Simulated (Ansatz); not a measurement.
Reaction (formal exchange of groups at the Si–O bond): `OC[SiH2]O` + `CCl` → `OC[SiH2]CCl` + H₂O

Computed with Ansatz on PBE0-D4/def2-TZVP structures; ΔE is electronic, products minus reactants. CCSD(T)/CBS is the MP2 limit (def2-TZVPP, def2-QZVPP) plus CCSD(T) − MP2 in def2-TZVPP, frozen cores. This one scheme is used for every species. DFT in def2-TZVPP. B3LYP here is the variant with VWN-RPA as its local correlation; programs differ in this. Each species was taken in one conformer, which may not be the lowest.

(1) Is it downhill or uphill in electronic energy at CCSD(T)/CBS, and by how much? (An estimate is asked.)

(2) What do these levels give: r2SCAN-D4, B2PLYP, revPBE, r2SCAN, B3LYP, r2SCANh, RPA@PBE/def2-TZVPP, CCSD(T)/def2-SVP, SCS-MP2/def2-TZVPP, CCSD(T)/def2-TZVPP, SCS-MP2/def2-QZVPP, CCSD/CBS(def2)? (An estimate is asked.)

(3) What do rigid-rotor, harmonic-oscillator terms from PBE0-D4/def2-TZVP frequencies (298.15 K, 1 bar) make of the CCSD(T)/CBS value? (Estimate.)

Largest T1 diagnostic among the species: 0.011.

## Answers

(1) Computed: Uphill: ΔE = +0.96 eV.

(2) Computed: r2SCAN-D4 1.00, B2PLYP 1.07, revPBE 0.97, r2SCAN 1.02, B3LYP 1.09, r2SCANh 1.02, RPA@PBE/def2-TZVPP 0.98, CCSD(T)/def2-SVP 0.90, SCS-MP2/def2-TZVPP 1.04, CCSD(T)/def2-TZVPP 0.98, SCS-MP2/def2-QZVPP 1.04, CCSD/CBS(def2) 1.00 eV.

(3) Ansatz gave: ΔZPE = -0.05 eV, ΔH = +0.94 eV, ΔS = -13 J/(mol·K), ΔG = +0.98 eV.

From BLYP to BHLYP (50 % exact exchange), in def2-TZVPP and without D4, ΔE moves by +0.07 eV. Leaving LDA and LC-ωPBE aside and taking each functional with its dispersion term where it has one, the values, not all of them listed here, spread over 0.22 eV, from revPBE-D4 to B2PLYP. LDA lies −0.06 eV from PBE without D4. At CCSD(T), def2-SVP lies −0.06 eV from the extrapolated value and def2-TZVPP +0.02 eV.
